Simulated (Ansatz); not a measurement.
Cl$_{5}$FMo, SMILES `[F][Mo]([Cl])([Cl])([Cl])([Cl])[Cl]`. The species carries charge 0 and has multiplicity 1. Mo takes the def2 core potential. The geometry is a stationary point of PBE0-D4/def2-TZVP.

```xyz
7

F     0.982   -1.537    0.413
Mo    0.013   -0.020    0.005
Cl   -1.174    1.838   -0.494
Cl   -0.718    0.018    2.158
Cl    1.823    1.222    0.600
Cl    0.807   -0.158   -2.121
Cl   -1.733   -1.362   -0.562
```

Problem. What is the dipole moment at B3LYP/def2-TZVPP? (Best estimate.)

Solution. Ansatz gave: 0.93 D, with components (-0.49, 0.77, -0.21) D in this frame, pointing from negative to positive charge.

Problem. And with PBE, r2SCAN, ωB97M-V? (An estimate is asked.)

Solution. Computed: PBE 0.77 D, r2SCAN 0.81 D, ωB97M-V 0.90 D.

Problem. Give the Mulliken charges with B3LYP, ωB97M-V, r2SCAN in def2-TZVPP. (Estimate.)

Solution. Computed: 
```
atom  B3LYP  ωB97M-V  r2SCAN
  F1  -0.29    -0.26   -0.27
 Mo2   0.90     0.62    0.93
 Cl3  -0.11    -0.05   -0.12
 Cl4  -0.12    -0.08   -0.13
 Cl5  -0.12    -0.08   -0.13
 Cl6  -0.12    -0.08   -0.13
 Cl7  -0.12    -0.08   -0.13
```

B3LYP here is the variant with VWN-RPA as its local correlation; programs differ in this.
